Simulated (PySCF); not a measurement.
Zn(Cl)(OSiH3) (ClH3OSiZn), SMILES [Cl][Zn][O][SiH3].

The structure is a stationary point at B3LYP-D3(BJ)/def2-SVP. The structure was generated by enumeration; whether it is a known compound was not checked. One conformer was computed; it need not be the lowest.

All values below come from C-PCM-ωB97X/def2-SVP run with PySCF.

The values are the electrostatic part of the solvation free energy, E(continuum) − E(gas) at the gas-phase geometry, in a cavity of scaled van der Waals radii (PySCF's table); cavitation and dispersion terms are not included. A continuum can't describe solvent molecules that bind to the metal. In vacuum the orbital gap is 11.30 eV. The dipole moment in vacuum is 0.42 D.

| solvent | ε | ΔG(elec) (kcal/mol) | dipole (D) | gap (eV) |
|---|---|---|---|---|
| water | 78.36 | -19.5 | 0.52 | 11.92 |
| chloroform | 4.71 | -14.9 | 0.51 | 11.78 |
| tetrahydrofuran | 7.43 | -16.7 | 0.51 | 11.84 |
